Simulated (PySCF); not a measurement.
Computed with M06-2X/def2-TZVP (PySCF). Gas-phase values, no solvent. One relaxed conformer stands for a flexible species; it need not be the lowest. Excitations are Tamm–Dancoff values on a coarser integration grid. The basis has no diffuse functions, so Rydberg states are missing or too high.

Reference species (SMILES): `[CH3][Ga]([CH3])[CH3]` (neutral, multiplicity 1).

* **S1–T1 gap (TDA)**: 0.33 eV
* **S1 excitation (TDA)**: 5.28 eV

Changed species: `[CH3][Ga]([OH])[OH]` (O–Ga–O–H torsion 180°, O–Ga–O–H torsion 0°) (2 of 3 CH3 replaced by OH; the reference has 0 of 3 CH3 replaced by OH).

Task: What does the change do to the S1–T1 gap (TDA) and S1 excitation (TDA)?

Result: the S1–T1 gap (TDA) rises by 0.24 eV, to 0.57 eV; the S1 excitation (TDA) goes up by 1.85 eV, to 7.13 eV.
